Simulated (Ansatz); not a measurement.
`[NH2][Sn][Br]`. Charge 0, multiplicity 1. Sn takes the def2 core potential. Geometry: relaxed with PBE0-D4/def2-TZVP. It is one conformer, not always the lowest.

```xyz
5

N    -0.244   -0.173    0.736
Sn    0.473   -1.082   -0.900
Br    0.662    1.081   -2.224
H    -0.400    0.823    0.797
H    -0.491   -0.649    1.590
```

What is the dipole moment at ωB97M-V/def2-TZVPP? (Best estimate.)

The calculation gave: 3.32 D, with components (-0.51, -2.35, 2.29) D in this frame, pointing from negative to positive charge.

And with PBE, r2SCAN, B3LYP? (An estimate is asked.)

Computed: PBE 3.16 D, r2SCAN 3.24 D, B3LYP 3.28 D.

Give the Mulliken charges with ωB97M-V, r2SCAN, B3LYP in def2-TZVPP. (An estimate is asked.)

Computed: 
```json
{"atom": "N1", "ωB97M-V": "-0.52", "r2SCAN": "-0.58", "B3LYP": "-0.54"}
{"atom": "Sn2", "ωB97M-V": "0.64", "r2SCAN": "0.66", "B3LYP": "0.66"}
{"atom": "Br3", "ωB97M-V": "-0.40", "r2SCAN": "-0.42", "B3LYP": "-0.42"}
{"atom": "H4", "ωB97M-V": "0.14", "r2SCAN": "0.18", "B3LYP": "0.16"}
{"atom": "H5", "ωB97M-V": "0.12", "r2SCAN": "0.16", "B3LYP": "0.14"}
```

B3LYP here is the variant with VWN-RPA as its local correlation; programs differ in this.
